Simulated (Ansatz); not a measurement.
**Nudged elastic band run: CH$_{6}$OSn**

Input:

```yaml
crystal:
  periodic: [false, false, false]
  atoms:
    - { symbol: Sn, position_ang: [0.168068, -0.066884, 0.034481] }
    - { symbol: H, position_ang: [0.304014, -0.067915, 1.769267] }
    - { symbol: H, position_ang: [1.697944, 0.150851, -0.734928] }
    - { symbol: O, position_ang: [-0.824095, 1.594677, -0.549182] }
    - { symbol: H, position_ang: [-1.65481, 1.680666, -0.044304] }
    - { symbol: C, position_ang: [-0.87113, -1.833206, -0.675526] }
    - { symbol: H, position_ang: [-1.847462, -1.935992, -0.164499] }
    - { symbol: H, position_ang: [-1.034837, -1.747686, -1.766527] }
    - { symbol: H, position_ang: [-0.25779, -2.731811, -0.467583] }
basis:
  gaussian: { orbitals: def2-SVP }
hamiltonian:
  xc: pbe
  dispersion: d4
neb:
  order_check: false
  images: 3
  f_tol: 0.03
  max_iterations: 60
  climbing: true
  final_atoms:
    - { symbol: Sn, position_ang: [0.23339849, 0.26513942, -1.37435113] }
    - { symbol: H, position_ang: [1.21561381, -0.65968781, 1.37005285] }
    - { symbol: H, position_ang: [1.68664066, -0.06223593, 1.24775331] }
    - { symbol: O, position_ang: [-1.20914773, 1.57596527, -0.78842152] }
    - { symbol: H, position_ang: [-1.96457148, 1.09847466, -0.39049501] }
    - { symbol: C, position_ang: [-0.90942235, -1.55650201, -0.73752563] }
    - { symbol: H, position_ang: [-1.45374883, -1.38167367, 0.21504976] }
    - { symbol: H, position_ang: [-1.66223928, -1.79070879, -1.52245912] }
    - { symbol: H, position_ang: [-0.2566213, -2.44607114, -0.61840451] }
  initial_path:
    images:
      - { positions_ang: [[0.168068, -0.066884, 0.034481], [0.304014, -0.067915, 1.769267], [1.697944, 0.150851, -0.734928], [-0.824095, 1.594677, -0.549182], [-1.65481, 1.680666, -0.044304], [-0.87113, -1.833206, -0.675526], [-1.847462, -1.935992, -0.164499], [-1.034837, -1.747686, -1.766527], [-0.25779, -2.731811, -0.467583]] }
      - { positions_ang: [[0.08575367, -0.03393231, 0.01529304], [0.77898982, -0.03591068, 1.6242328], [1.76401291, 0.07319049, -0.0426324], [-0.87336484, 1.59751501, -0.59845203], [-1.7687684, 1.52599282, -0.45310887], [-0.94474777, -1.79323, -0.69375388], [-1.67950883, -2.10026918, -0.01176886], [-1.4096587, -1.60326536, -1.61291308], [-0.27280586, -2.58739078, -0.82569771]] }
      - { positions_ang: [[0.00343933, -0.00098063, -0.00389493], [1.25396563, -0.00390637, 1.47919859], [1.83008182, -0.00447001, 0.64966321], [-0.92263468, 1.60035301, -0.64772207], [-1.88272679, 1.37131963, -0.86191375], [-1.01836553, -1.753254, -0.71198176], [-1.51155565, -2.26454635, 0.14096128], [-1.7844804, -1.45884473, -1.45929917], [-0.28782173, -2.44297055, -1.18381241]] }
      - { positions_ang: [[0.11841891, 0.1320794, -0.68912303], [1.23478972, -0.33179709, 1.42462572], [1.75836124, -0.03335297, 0.94870826], [-1.0658912, 1.58815914, -0.71807179], [-1.92364913, 1.23489714, -0.62620438], [-0.96389394, -1.65487801, -0.7247537], [-1.48265224, -1.82311001, 0.17800552], [-1.72335984, -1.62477676, -1.49087914], [-0.27222151, -2.44452085, -0.90110846]] }
      - { positions_ang: [[0.23339849, 0.26513942, -1.37435113], [1.21561381, -0.65968781, 1.37005285], [1.68664066, -0.06223593, 1.24775331], [-1.20914773, 1.57596527, -0.78842152], [-1.96457148, 1.09847466, -0.39049501], [-0.90942235, -1.55650201, -0.73752563], [-1.45374883, -1.38167367, 0.21504976], [-1.66223928, -1.79070879, -1.52245912], [-0.2566213, -2.44607114, -0.61840451]] }
```

Launched with:

```bash
$ ansatz run input.yaml --threads 2 --pin off --max-ram 3072MiB --backend cpu --events-out ev --progress --plain --runs-dir out
```

Output, in part (warnings, iteration lines, the closing report on the highest movable image, with atoms numbered from 0):

```
NEB end point (image 0): max|allowed force component| = 1.966e-3 eV/Å (the criterion of neb.relax_end_points is 1.000e-2)
NEB end point (image 4): max|allowed force component| = 1.515e-2 eV/Å (the criterion of neb.relax_end_points is 1.000e-2)
NEB iter   1: max|band force component| = 4.783e0 eV/Å  barrier→ = 4.0888 eV  barrier← = 3.9370 eV  Δτ_max = 0.2000 Å  (174 SCF iters)
NEB iter   2: max|band force component| = 1.616e0 eV/Å  barrier→ = 3.3064 eV  barrier← = 3.1546 eV  Δτ_max = 0.2000 Å  (95 SCF iters)
NEB iter   3: max|band force component| = 1.609e0 eV/Å  barrier→ = 2.6634 eV  barrier← = 2.5115 eV  Δτ_max = 0.2000 Å  (92 SCF iters)
NEB iter   4: max|band force component| = 1.069e0 eV/Å  barrier→ = 2.0871 eV  barrier← = 1.9353 eV  Δτ_max = 0.1971 Å  (89 SCF iters)
NEB iter   5: max|band force component| = 6.737e-1 eV/Å  barrier→ = 1.7993 eV  barrier← = 1.6475 eV  Δτ_max = 0.2000 Å  (82 SCF iters)
NEB iter   6: max|band force component| = 5.644e-1 eV/Å  barrier→ = 1.6117 eV  barrier← = 1.4598 eV  Δτ_max = 0.1997 Å  (88 SCF iters)
NEB iter   7: max|band force component| = 1.636e0 eV/Å  barrier→ = 1.5874 eV  barrier← = 1.4356 eV  CI = image 2  Δτ_max = 0.1898 Å  (89 SCF iters)
NEB iter   8: max|band force component| = 1.655e0 eV/Å  barrier→ = 2.2608 eV  barrier← = 2.1090 eV  CI = image 2  Δτ_max = 0.2000 Å  (89 SCF iters)
NEB iter   9: max|band force component| = 1.163e0 eV/Å  barrier→ = 2.3631 eV  barrier← = 2.2113 eV  CI = image 2  Δτ_max = 0.1995 Å  (92 SCF iters)
NEB iter  10: max|band force component| = 9.960e-1 eV/Å  barrier→ = 2.2257 eV  barrier← = 2.0739 eV  CI = image 2  Δτ_max = 0.2000 Å  (84 SCF iters)
NEB iter  11: max|band force component| = 7.219e-1 eV/Å  barrier→ = 2.1326 eV  barrier← = 1.9808 eV  CI = image 2  Δτ_max = 0.2000 Å  (83 SCF iters)
NEB iter  12: max|band force component| = 3.061e-1 eV/Å  barrier→ = 2.0801 eV  barrier← = 1.9283 eV  CI = image 2  Δτ_max = 0.1627 Å  (85 SCF iters)
NEB iter  13: max|band force component| = 8.599e-2 eV/Å  barrier→ = 2.0677 eV  barrier← = 1.9158 eV  CI = image 2  Δτ_max = 0.0737 Å  (84 SCF iters)
NEB iter  14: max|band force component| = 1.753e-1 eV/Å  barrier→ = 2.0643 eV  barrier← = 1.9125 eV  CI = image 2  Δτ_max = 0.0368 Å  (86 SCF iters)
NEB iter  15: max|band force component| = 7.450e-2 eV/Å  barrier→ = 2.0609 eV  barrier← = 1.9091 eV  CI = image 2  Δτ_max = 0.0737 Å  (86 SCF iters)
NEB iter  16: max|band force component| = 5.846e-2 eV/Å  barrier→ = 2.0569 eV  barrier← = 1.9050 eV  CI = image 2  Δτ_max = 0.0737 Å  (85 SCF iters)
NEB iter  17: max|band force component| = 1.166e-1 eV/Å  barrier→ = 2.0537 eV  barrier← = 1.9018 eV  CI = image 2  Δτ_max = 0.0368 Å  (84 SCF iters)
NEB iter  18: max|band force component| = 8.196e-2 eV/Å  barrier→ = 2.0524 eV  barrier← = 1.9006 eV  CI = image 2  Δτ_max = 0.0368 Å  (84 SCF iters)
NEB iter  19: max|band force component| = 4.323e-2 eV/Å  barrier→ = 2.0513 eV  barrier← = 1.8995 eV  CI = image 2  Δτ_max = 0.0523 Å  (86 SCF iters)
NEB iter  20: max|band force component| = 3.852e-2 eV/Å  barrier→ = 2.0503 eV  barrier← = 1.8984 eV  CI = image 2  Δτ_max = 0.0295 Å  (87 SCF iters)
NEB iter  21: max|band force component| = 3.490e-2 eV/Å  barrier→ = 2.0499 eV  barrier← = 1.8981 eV  CI = image 2  Δτ_max = 0.0185 Å  (88 SCF iters)
NEB iter  22: max|band force component| = 2.702e-2 eV/Å  barrier→ = 2.0497 eV  barrier← = 1.8979 eV  CI = image 2  Δτ_max = 0.0000 Å  (165 SCF iters)
Total energy: -9004.53454133 eV, -330.9105409013 hartree
Atom 0 at     0.420569    -0.099153    -0.555426 Å, force    -0.009414    -0.005848     0.004006 eV/Å
Atom 1 at     0.049189    -0.009071     1.386841 Å, force    -0.005003     0.002981     0.000137 eV/Å
Atom 2 at     1.419938     0.148737     0.854041 Å, force     0.007483    -0.001511    -0.000893 eV/Å
Atom 3 at    -0.576188     1.590985    -1.086142 Å, force     0.002645     0.000080    -0.003081 eV/Å
Atom 4 at    -1.397354     1.640481    -0.559430 Å, force    -0.001226    -0.000742     0.001694 eV/Å
Atom 5 at    -0.905196    -1.849786    -0.647321 Å, force     0.014829     0.026027    -0.002850 eV/Å
Atom 6 at    -0.580614    -2.567925     0.127522 Å, force    -0.003598    -0.007030    -0.001731 eV/Å
Atom 7 at    -1.943965    -1.522570    -0.463040 Å, force    -0.001743    -0.008384     0.001232 eV/Å
Atom 8 at    -0.806477    -2.288998    -1.655847 Å, force    -0.003972    -0.005572     0.001487 eV/Å
Dipole moment:    -0.142682    -0.420201     0.089634 e Å
```

It converged. Neighbouring images differ by up to 2.0 eV, so the band resolves the path poorly. Another band between the same ends (5 images) ends at a top of the same energy, where a vibrational analysis finds 1 clearly imaginary mode. So few images can step over the top or miss a turn of the path. The orbitals stay closed-shell, which can raise the energy where a bond breaks towards radicals; this wasn't checked here.

Final band (atoms are numbered from 1 in the order of the input):

```tsv
image	path coordinate (Å)	energy (kJ/mol)	Sn1–H2 (Å)	Sn1–H3 (Å)	H2–H3 (Å)
0	0.00	0.0	1.74	1.73	2.87
1	1.92	0.9	1.74	1.73	2.87
2	3.84	197.8	1.98	1.75	1.48
3	5.70	15.7	3.23	3.04	0.77
4	7.57	14.6	3.06	3.02	0.77
```

Time of the run: 68 s on 2 threads of Arm Neoverse V2 (shared host), peak memory 0.12 GiB.
